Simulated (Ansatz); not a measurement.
C3H4OZn at its PBE0-D4/def2-TZVP geometry, where that method's forces vanish. Charge 0, multiplicity 1. The bonds changed during the relaxation, so this is another structure than the one it started from.

| atom | x (Å) | y (Å) | z (Å) |
| --- | --- | --- | --- |
| C1 | 1.2067 | -0.8704 | -0.6456 |
| C2 | 0.4099 | 0.1888 | -0.0512 |
| C3 | -0.2497 | 1.0636 | 0.4396 |
| O4 | -0.9141 | 2.0529 | 0.9717 |
| Zn5 | -2.8805 | -0.7264 | 0.5730 |
| H6 | 2.0296 | -1.1662 | 0.0101 |
| H7 | 1.6319 | -0.5582 | -1.6028 |
| H8 | 0.5953 | -1.7579 | -0.8299 |
| H9 | -1.8291 | 1.7738 | 1.1351 |

Q: For each bond, give half the difference of the two atoms' forces along it (eV/Å; positive pushes the atoms apart) under PBE-D4, r2SCAN-D4, B3LYP-D4, ωB97M-V in def2-TZVPP. (Best estimate.)

A: Computed: 
```tsv
bond	length (Å)	PBE-D4	r2SCAN-D4	B3LYP-D4	ωB97M-V
C1–C2	1.453	-0.65	-0.20	0.19	0.53
C1–H6	1.093	0.14	0.00	-0.05	-0.14
C1–H7	1.093	0.14	0.00	-0.05	-0.14
C1–H8	1.093	0.15	0.00	-0.05	-0.13
C2–C3	1.201	0.94	0.30	-0.32	-0.69
C3–O4	1.305	-0.17	-0.02	0.35	0.63
O4–H9	0.970	0.40	0.02	-0.06	-0.22
```

B3LYP here is the variant with VWN-RPA as its local correlation; programs differ in this.
